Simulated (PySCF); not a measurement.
Work out the structure from these simulated measurements.

Elements present: C, H, O, P and Si. Monoisotopic mass: 180.0012 u.

| Item | Value |
| --- | --- |
| Dipole | 0.91 D [PBE0/pcSseg-1] |
| 13C NMR | chemical shifts (computed TMS as zero) by class: 144.7 (1 C), 140.1 (1 C), -4.2 (1 C) ppm [GIAO PBE0/pcSseg-1] |
| 1H NMR | chemical shifts (computed TMS as zero) by class: 6.55 (1 H), 6.27 (1 H), 6.19 (1 H), 5.72 (1 H), 5.18 (3 H), 4.83 (1 H), 1.14 (2 H), 0.31 (3 H) ppm [GIAO PBE0/pcSseg-1] |
| Rotational structure | rotational constants A, B, C: 1.278, 0.572, 0.478 GHz [GFN2-xTB] |
| NMR, other nuclei | isotropic shieldings of nuclei other than C and H, by class: 333 (1 O), 364 (1 Si), 392 (1 Si), 405 (1 Si), 614 (1 P) ppm [GIAO PBE0/pcSseg-1] |

Electronic properties: PySCF, gas phase, density fitting. Levels stand in brackets. The structure is a single GFN2-xTB conformer in the gas phase; no vibrational or solvent corrections. NMR values are class means; diastereotopic atoms form classes of their own.

Q: Which formula fits the mass and the elements?

A: C3H13OPSi3 (calculated 180.0012). No other formula that holds each of these elements comes within 0.0003 u with a fitting electron parity and a possible valence count.

Q: Propose a structure and show how it fits.

A: Numbering: `[CH2:1]=[CH:2][Si@@H:3]([O:4][SiH3:5])[Si@H:6]([CH3:7])[PH2:8]`. 3 carbons fall into 3 classes; from least to most shielded: alkene CH carbon [C2] (144.7 ppm), terminal =CH2 carbon [C1] (140.1 ppm), Si-methyl carbon [C7] (-4.2 ppm). Hydrogen classes from least to most shielded: 1 H on a terminal =CH2 carbon, C1 (6.55 ppm), 1 H on an alkene CH carbon, C2 (6.27 ppm), 1 H on a terminal =CH2 carbon, C1 (6.19 ppm), 1 H on an oxygen-bound silicon, Si3 (5.72 ppm), 3 H on an oxygen-bound silicon, Si5 (5.18 ppm), 1 H on an SiH silicon, Si6 (4.83 ppm), 2 H on a three-coordinate phosphorus, P8 (1.14 ppm), 3 H on an Si-methyl carbon, C7 (0.31 ppm). The other shieldings belong to: 333 ppm, siloxane oxygen [O4]; 364 ppm, oxygen-bound silicon [Si3]; 392 ppm, oxygen-bound silicon [Si5]; 405 ppm, SiH silicon [Si6]; 614 ppm, three-coordinate phosphorus [P8]. The optimised geometry has point group C1 and is an asymmetric top. Structure: `C=C[Si@@H](O[SiH3])[Si@H](C)P`. The assignments are read from this structure; whether some other isomer fits the data as well wasn't checked. The mirror image fits equally.

The values belong to the conformer `[CH2:1]=[CH:2][Si@@H:3]([O:4][SiH3:5])[Si@H:6]([CH3:7])[PH2:8]`: C1–C2–Si3–O4 -4°, C2–Si3–O4–Si5 44°, C2–Si3–Si6–C7 124°, H–P8–Si6–Si3 -160°, H–P8–Si6–Si3 -67°.
